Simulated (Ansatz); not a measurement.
```yaml
crystal:
  periodic: [false, false, false]
  atoms:
    - {symbol: O, position_ang: [-0.716605, 1.478081, -0.604909]}
    - {symbol: Si, position_ang: [0.065269, 0.434086, 0.114341]}
    - {symbol: S, position_ang: [1.607655, -0.587295, -0.794775]}
    - {symbol: S, position_ang: [-0.841694, -1.016252, 1.288565]}
    - {symbol: H, position_ang: [-1.195143, 0.755003, -1.477772]}
    - {symbol: H, position_ang: [0.402138, 1.634961, 1.307569]}
    - {symbol: H, position_ang: [2.275282, -1.534154, 0.094283]}
    - {symbol: H, position_ang: [-0.946923, -1.892390, 0.551985]}
basis:
  gaussian: {orbitals: cc-pVTZ}
hamiltonian: {xc: {name: PBE0-DH}}
scf: {max_iter: 3}
output: {forces: true}
```

```sh
$ ansatz run in.yaml --threads 2 --pin off --events-out ev --progress --plain --max-ram 4352MiB
```

It prints (some lines left out):

```
Error: invalid value for `basis.gaussian`: such a run doesn't read scf.max_iter; remove what it names
```

Q: Something in this input is off. What?

A: The input holds a key that doesn't belong there. The input was rejected before any iteration.
